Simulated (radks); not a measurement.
Excited configurations of H I: one electron is placed in a higher orbital outside the bare nucleus. The ground configuration is 1s1. All-electron calculation, non-relativistic Kohn-Sham, PBE, spin-polarised, spherical densities, point nucleus; open shells are filled with parallel spins first. Program: a radial shooting solver on a logarithmic mesh with Libxc functionals. Excitation = E - E(ground); binding = E(ion) - E, where the ion is the core of charge +1; n* = 1/sqrt(2 binding) in atomic units, and the quantum defect is n - n*.

| outer orbital | excitation (eV) | binding (eV) | n* | <r> (bohr) |
|---|---|---|---|---|
| 2s | 9.899 | 3.706 | 1.916 | 5.621 |
| 3s | 11.858 | 1.747 | 2.790 | 12.33 |
| 3d | 11.979 | 1.627 | 2.892 | 10.09 |
| 4p | 12.581 | 1.024 | 3.645 | 20.82 |
| 4d | 12.600 | 1.006 | 3.678 | 19.27 |
| 5p | 12.923 | 0.682 | 4.466 | 32.67 |
| 5f | 12.939 | 0.667 | 4.518 | 28.67 |

The Delta-SCF ionisation energy is 13.605 eV (NIST Atomic Spectra Database: 13.598 eV, theoretical). Self-interaction in the functional shifts the binding energies and quantum defects, so they are the method's values and not measured ones.
